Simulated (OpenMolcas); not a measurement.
An atom or ion with 6 electrons was computed by XMS-CASPT2, IPEA 0.25 Eh, imaginary shift 0.1 Eh with spin-orbit coupling (OpenMolcas, ANO-RCC-VTZP, DKH2). The lowest levels that the run gave, each within 12 % of the measured value where one is at hand:

```
J  Parity  E (cm⁻¹)      g
0    even       0.0       
1    even       106  1.501
2    even       312  1.501
2    even     20700  1.000
0    even     44540       
2     odd     59390  2.002
2     odd    120170  1.167
1     odd    120170  0.499
3     odd    120170  1.334
0     odd    143900       
1     odd    143900  1.501
2     odd    143900  1.501
```

Question: Which ion is it, and what are the configurations and terms?

Answer: O III (Z = 8, charge +2; active space 4 electrons in 4 orbitals (2s 2p)). J, parity and g give the terms where levels are pure, and mixed ones are named by the computed weights; the size of the splittings, set against known spectra of the 6-electron sequence, gives the charge. In order, with the measured energies in cm⁻¹ (Moore, Selected Tables of Atomic Spectra, NSRDS-NBS 3, section 11): 2s² 2p² ³P₀, 2s² 2p² ³P₁ (113), 2s² 2p² ³P₂, 2s² 2p² ¹D₂ (20273), 2s² 2p² ¹S₀ (43186), 2s 2p³ ⁵S°₂ (60325), 2s 2p³ ³D°₂, 2s 2p³ ³D°₁, 2s 2p³ ³D°₃, 2s 2p³ ³P°₀, 2s 2p³ ³P°₁, 2s 2p³ ³P°₂.

Term energies are means over components that CASPT2 splits; among the terms shown or strongly mixed into the levels shown the widest spread is 560 cm-1 (2s 2p³ ³D°). Over all roots computed the reference weight is 0.94 to 0.99; the roots of lowest weight are the least certain, and an intruder state may touch them. Computed and measured levels are paired by configuration, term and J; levels that our copy of the source lacks, or whose pairing is in doubt (as where it misses far off the trend of its configuration), stay unpaired and out of the deviations. Levels of configurations outside the active space are missing.

° marks odd parity.
